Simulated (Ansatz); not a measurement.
F$_{6}$Se, charge -1, doublet, geometry from GFN2-xTB (a state made from the parent by changing its charge; the spin is typed, not shown lowest) (a gas-phase anion, which may not be bound at this level), atoms displaced at random by about 0.08 Å a coordinate; R2SCAN/STO-3G, gradient in Ansatz (a first-principles code).

The Ansatz input:
Ansatz 0.2 input:
```yaml
crystal:
  periodic: [false, false, false]
  atoms:
    - {symbol: F, position_ang: [1.17225226, -0.42300464, -1.49450978]}
    - {symbol: Se, position_ang: [0.07999217, -0.10836526, 0.10102188]}
    - {symbol: F, position_ang: [1.38977282, -0.55976811, 0.70288795]}
    - {symbol: F, position_ang: [-0.73090617, -1.81867739, 0.49226669]}
    - {symbol: F, position_ang: [-1.54357619, 0.75977178, -0.99472356]}
    - {symbol: F, position_ang: [0.66407186, 1.50799255, -0.06652589]}
    - {symbol: F, position_ang: [-0.65296748, 0.65124767, 1.36758458]}
basis:
  gaussian:
    orbitals: STO-3G
hamiltonian:
  xc: r2scan
total_charge: -1
magnetization: {spin_polarized: true, initial_magnetization: 1}
output: {forces: true}
```

What the program printed (banner, timings and long lists left out):

```
Functional definition: r2SCAN
629 factors; integrals over basis functions are off by at most 2.5e-5 eV
mean field evaluation 1: about -80663.6293 eV, gradient 2.5e1 eV
mean field evaluation 2: about -80443.7154 eV, gradient 1.8e2 eV
mean field evaluation 4: about -80666.6773 eV, gradient 2.0e1 eV
mean field evaluation 8: about -80670.4831 eV, gradient 2.0e-1 eV
mean field evaluation 16: about -80670.3836 eV, gradient 1.7e-4 eV
mean field -80670.38358534 eV, -2964.5819164113 hartree, gradient 1.8e-5 eV, S^2 0.762371; 0 other end points of the search recorded, 0 dependent functions left out
the calculation of the forces begins
reference -80670.38358711 eV, -2964.5819164763 hartree; 45, 44 occupied and 3, 4 virtual orbitals, 629 factors
Total energy: -80670.38358711 eV, -2964.5819164763 hartree
Atom 0 at     1.172252    -0.423005    -1.494510 Å, force     0.382333    -0.113989    -0.485703 eV/Å
Atom 1 at     0.079992    -0.108365     0.101022 Å, force   -13.218988    -0.397181   -16.385948 eV/Å
Atom 2 at     1.389773    -0.559768     0.702888 Å, force    12.776404    -4.045721     8.049776 eV/Å
Atom 3 at    -0.730906    -1.818677     0.492267 Å, force    -0.099858    -1.642634     1.405592 eV/Å
Atom 4 at    -1.543576     0.759772    -0.994724 Å, force     0.294479    -0.122067     0.357171 eV/Å
Atom 5 at     0.664072     1.507993    -0.066526 Å, force     2.701670     4.007627    -0.338615 eV/Å
Atom 6 at    -0.652967     0.651248     1.367585 Å, force    -2.836040     2.313966     7.397726 eV/Å
Dipole moment:     0.326690    -0.055670     0.555257 e Å
```
